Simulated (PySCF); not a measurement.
SMILES Bc1c(cccc1)OC (C7H9BO), GFN2-xTB optimised geometry.

```
18

B     -1.76    -1.81    -0.01
C     -0.93    -0.51     0.00
C     -1.56     0.74     0.00
C     -0.86     1.93     0.00
C      0.52     1.89     0.00
C      1.20     0.69     0.00
C      0.49    -0.51     0.00
O      1.09    -1.73     0.00
C      2.50    -1.81     0.00
H     -1.25    -2.86    -0.03
H     -2.93    -1.73     0.01
H     -2.64     0.76     0.00
H     -1.38     2.87     0.00
H      1.09     2.82     0.00
H      2.28     0.69     0.00
H      2.93    -1.34     0.89
H      2.73    -2.87     0.00
H      2.93    -1.35    -0.90
```

Density from PBE0/def2-SVP (PySCF 2.14.0) at that geometry.

Minimum of the electron density along straight lines between bonded atoms, close to the bond critical point (lines longer than 1.1 times the sum of covalent radii, or with two minima, are not listed):

| bond | length / Å | ρ at the minimum / e bohr⁻³ | ∇²ρ there / e bohr⁻⁵ | position (fraction from the first atom) |
|---|---|---|---|---|
| B1–C2 | 1.543 | 0.186 | -0.06 | 0.33 |
| C2–C3 | 1.400 | 0.303 | -0.76 | 0.49 |
| C3–C4 | 1.381 | 0.315 | -0.82 | 0.50 |
| C4–C5 | 1.384 | 0.312 | -0.81 | 0.49 |
| C5–C6 | 1.384 | 0.311 | -0.80 | 0.50 |
| C2–C7 | 1.418 | 0.297 | -0.75 | 0.47 |
| C6–C7 | 1.392 | 0.310 | -0.79 | 0.48 |
| C7–O8 | 1.356 | 0.288 | -0.30 | 0.33 |
| O8–C9 | 1.406 | 0.255 | -0.33 | 0.66 |
| B1–H10 | 1.167 | 0.183 | -0.16 | 0.43 |
| B1–H11 | 1.170 | 0.180 | -0.13 | 0.43 |
| C3–H12 | 1.080 | 0.286 | -1.10 | 0.63 |
| C4–H13 | 1.080 | 0.283 | -1.07 | 0.63 |
| C5–H14 | 1.081 | 0.284 | -1.09 | 0.63 |
| C6–H15 | 1.079 | 0.282 | -1.06 | 0.63 |
| C9–H16 | 1.095 | 0.280 | -1.05 | 0.63 |
| C9–H17 | 1.089 | 0.285 | -1.11 | 0.64 |
| C9–H18 | 1.095 | 0.280 | -1.05 | 0.63 |
